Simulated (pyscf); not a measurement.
Single points on ωB97X-D3(BJ)/def2-SVP structures (PySCF, gas phase).

Task: Estimate by transition-state theory (the high-pressure limit) the rate constant of H₃Si–Se–Bi(Cl)–Cl → H₃Si–Cl + Cl–Bi=Se (singlet surface; Bi–Cl, Se–Si broken, Cl–Si formed) at 900 K, with ωB97M-D3(BJ)/def2-TZVP energies (ideal gas, 1 atm, RRHO with modes under 100 cm⁻¹ raised to 100, one conformer, R ln 2 for chiral ones without a mode under 150 cm⁻¹; no tunnelling).

Result: The electronic barrier is 32.5 kcal/mol and the thermal terms add +3.3, so ΔG‡ = 35.9 kcal/mol. With k_BT/h = 1.88e+13 s⁻¹ and RT = 1.788 kcal/mol, k = 3.6e+04 s⁻¹, a half-life of 1.9e-05 s through this channel alone. Wigner's tunnelling factor for 251i cm⁻¹ would be 1.01. A shift of 1 kcal/mol in the barrier changes k by a factor 1.7. On the product side the descent ends in an adduct with a Bi–Cl contact, 9.1 kcal/mol under the separated species and 9.7 kcal/mol under the saddle at ωB97X-D3(BJ)/def2-TZVP. What is counted as broken (Bi–Cl) persists as a longer contact in the product adduct; parting that adduct is a step of its own. This is the saddle that the search found; another between the same sides may lie lower. Elements up to Kr have no core potential and no relativistic terms here. Elements past Kr carry the def2 core potentials, without spin-orbit coupling.
